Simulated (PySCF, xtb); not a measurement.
B(Cl)(Me)(Et) (C₃H₈BCl), SMILES CCB(C)Cl.

GFN2-xTB in xtb 6.7.1 at its own geometry gives an orbital gap of 4.31 eV and a dipole moment of 1.80 D.

Geometry optimised at r2SCAN-D4/def2-SVP. One conformer was computed; it need not be the lowest.

Task: What does PBE/def2-TZVP run with PySCF give? (The exact figures need the calculation; the answer reports its results.)

Result: gap 5.14 eV (levels -6.84 and -1.69 eV), dipole 1.50 D.
